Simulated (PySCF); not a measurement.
This PySCF input asks for the NMR shieldings of `C(C)CP(C)C1CCC1`, C$_{8}$H$_{17}$P; the geometry comes from GFN2-xTB.

```python
import basis_set_exchange as bse
import numpy as np
from pyscf import gto, dft
from pyscf.prop import nmr

atoms = """
C     3.307710    0.435113    0.515553
C     2.719791   -0.458601   -0.567028
C     1.258307   -0.121309   -0.842260
P     0.161832   -0.387783    0.643432
C    -0.059264   -2.222824    0.518341
C    -1.430604    0.109546   -0.183117
C    -2.675890    0.064282    0.722504
C    -2.970089    1.531429    0.380175
C    -1.623545    1.628336   -0.350210
H     4.350030    0.185498    0.699866
H     3.248576    1.479723    0.218096
H     2.750170    0.311434    1.442328
H     2.803355   -1.503812   -0.259792
H     3.292506   -0.340659   -1.491591
H     0.880068   -0.717816   -1.678707
H     1.173416    0.935244   -1.112587
H    -0.282035   -2.528080   -0.503527
H     0.848390   -2.719341    0.856240
H    -0.876046   -2.520584    1.173551
H    -1.561565   -0.444621   -1.117441
H    -3.443953   -0.650840    0.432966
H    -2.429510   -0.090195    1.772891
H    -3.087073    2.194976    1.234309
H    -3.827041    1.654890   -0.279567
H    -0.881536    2.210765    0.195580
H    -1.667044    1.987842   -1.376888
"""
names = dict.fromkeys(["C", "P", "H"], "pcSseg-1")
basis = {el: gto.basis.parse(bse.get_basis(n, elements=[el], fmt="nwchem")) for el, n in names.items()}
mol = gto.M(atom=atoms, basis=basis, charge=0, verbose=0)
mf = dft.RKS(mol, xc="PBE0")
mf.grids.level = 2
mf.grids.alignment = dft.numint.BLKSIZE   # the property module wants whole blocks of grid points
mf.conv_tol = 1e-9
mf.kernel()

calc = nmr.RKS(mf)   # GIAO
C = mf.mo_coeff
Co = C[:, mf.mo_occ > 0]
resp = mf.gen_response(singlet=True, hermi=2)
def vind(x):   # induced exchange potential for any number of trial vectors
    d = np.einsum("pi,xij,qj->xpq", C, 2 * x.reshape(-1, C.shape[1], Co.shape[1]), Co, optimize=True)
    return np.einsum("xpq,pi,qj->xij", resp(d - d.transpose(0, 2, 1)), C, Co, optimize=True).ravel()
mo1, _ = nmr.rhf.solve_mo1(calc, with_cphf=vind)
sigma = calc.kernel(mo1)
for i, s in enumerate(sigma):   # ppm
    print("%2d %-2s %9.2f" % (i, mol.atom_pure_symbol(i), np.trace(s) / 3))
```

**Question.** What does it print?

**Answer.** 
```
 0 C     169.89
 1 C     164.98
 2 C     148.94
 3 P     371.41
 4 C     172.98
 5 C     149.68
 6 C     161.45
 7 C     167.98
 8 C     161.91
 9 H      30.69
10 H      31.08
11 H      29.93
12 H      30.45
13 H      29.97
14 H      30.56
15 H      30.31
16 H      31.36
17 H      30.56
18 H      30.62
19 H      29.72
20 H      29.47
21 H      29.78
22 H      29.61
23 H      29.50
24 H      29.87
25 H      29.52
```

These numbers come from an equivalent density-fitted implementation of the same equations, which agrees with the script to about 0.01 ppm for H and up to a few tenths of a ppm for heavy atoms, so last digits may differ.

Size and cost of the density-fitted run: 245 basis functions, of the order of 2.8 core-minutes.
